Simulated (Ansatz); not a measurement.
Input file for C2H6AlGaO:

```yaml
crystal:
  periodic: [false, false, false]
  atoms:
    - {symbol: C, position_ang: [-0.390786, 1.226298, 1.363352]}
    - {symbol: C, position_ang: [-0.508876, -0.083075, 1.217381]}
    - {symbol: O, position_ang: [-0.138754, -0.764999, 0.104371]}
    - {symbol: Ga, position_ang: [0.667131, -0.091805, -1.622615]}
    - {symbol: Al, position_ang: [-0.196596, -2.560692, -0.343486]}
    - {symbol: H, position_ang: [-0.711281, 1.689746, 2.285788]}
    - {symbol: H, position_ang: [0.019612, 1.860603, 0.586650]}
    - {symbol: H, position_ang: [-0.921201, -0.717254, 1.999264]}
    - {symbol: H, position_ang: [-0.457844, 0.726449, -2.332189]}
    - {symbol: H, position_ang: [0.591480, -1.723350, -1.969906]}
    - {symbol: H, position_ang: [2.112612, 0.380977, -1.268110]}
basis:
  gaussian: {orbitals: def2-TZVPP}
correlation: {method: ccsd_t}
```

```sh
$ ansatz run in.yaml --threads 4 --pin off --events-out ev --progress --plain --max-ram 10444MiB
```

Output of Ansatz, abridged:

```
Functional definition: HF
1619 factors; integrals over basis functions are off by at most 1.1e-3 eV
mean field evaluation 1: about -63108.2562 eV, gradient 3.7e1 eV
mean field evaluation 2: about -63108.5085 eV, gradient 3.7e1 eV
mean field evaluation 4: about -63112.0235 eV, gradient 5.0e0 eV
mean field evaluation 8: about -63112.1106 eV, gradient 3.9e-1 eV
mean field evaluation 16: about -63112.1115 eV, gradient 1.7e-6 eV
mean field -63112.11147097 eV, -2319.3273176326 hartree, gradient 1.7e-6 eV, S^2 0.000000; 0 other end points of the search recorded, 0 dependent functions left out; unrestricted orbitals would lower it
17 core orbitals not correlated: weight in the atoms' cores, before any rotation towards them, 1.000 or more for the frozen orbitals, at most 0.000 for the correlated occupied ones
reference -63112.11147097 eV, -2319.3273176326 hartree; 18, 18 occupied and 232, 232 virtual orbitals, 1619 factors
second order -23.66103315 eV of doubles, -0.00000000 eV of singles
cycle   1  -23.68172318 eV  change   -2.1e-2 eV  update   1.4e-1
cycle   2  -24.50959989 eV  change   -8.3e-1 eV  update   4.5e-2
cycle   3  -24.68158821 eV  change   -1.7e-1 eV  update   2.4e-2
cycle   4  -24.66053572 eV  change    2.1e-2 eV  update   5.9e-3
cycle   5  -24.65920550 eV  change    1.3e-3 eV  update   2.5e-3
cycle   6  -24.65995356 eV  change   -7.5e-4 eV  update   6.6e-4
cycle   7  -24.65959771 eV  change    3.6e-4 eV  update   2.8e-4
cycle   8  -24.65953942 eV  change    5.8e-5 eV  update   9.1e-5
cycle   9  -24.65957975 eV  change   -4.0e-5 eV  update   3.7e-5
perturbative correction -1.04066753 eV, -0.0382438265 hartree
Total energy: -63137.81171826 eV, -2320.2717843001 hartree
```

Hardware: 4 threads of an Arm Neoverse V2 on a shared host. Wall time 3.2 min, peak host memory 6.6 GiB.

The correlation energy is -25.700 eV, 4.0 % of it from (T); the T1 diagnostic reads 0.0147.
